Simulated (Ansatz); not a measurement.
Species: C2H9N2Si, charge 0, multiplicity 2. It need not be the lowest isomer of its formula. 
Geometry from a B3LYP-D3(BJ)/def2-TZVP (Ansatz, a program for electronic structure) optimisation:
SMILES: C[Si](N)([CH2])N
```xyz
14

C      0.6958    -0.0781    -1.7355
Si     0.0276     0.0051    -0.0138
C     -1.8271     0.2564    -0.1062
N      0.9491     1.2250     0.7766
N      0.2457    -1.4111     0.9537
H      0.0990    -0.4034    -2.5821
H      1.7389     0.1034    -1.9759
H     -2.3212    -0.5789    -0.6105
H     -2.2596     0.3485     0.8924
H     -2.0671     1.1645    -0.6632
H      0.8281     1.4041     1.7609
H      1.2535     2.0474     0.2815
H     -0.4100    -2.1740     0.8882
H      1.1774    -1.7501     1.1398
```
Charge 0, spin multiplicity 2.

Atomisation energy built up term by term with Ansatz (kcal/mol; UHF references for open shells; valence terms freeze the core; atomic spin-orbit terms are left out). CBS(X,Y): correlation extrapolated as X^-3; Hartree-Fock from the larger set.

```tsv
term	basis	kcal/mol
Hartree-Fock	cc-pV(Q+d)Z	887.21
CCSD correlation	CBS(cc-pV(T+d)Z,cc-pV(Q+d)Z)	315.97
(T)	CBS(cc-pV(T+d)Z,cc-pV(Q+d)Z)	17.17
core correlation	cc-pwCVTZ	3.76
scalar relativity (X2C)	cc-pVTZ-DK against cc-pVTZ	-1.71
sum: De		1222.4
```

(T) makes 1.4 % of the CCSD(T) atomisation energy; under 5 % is typical of single-reference molecules.
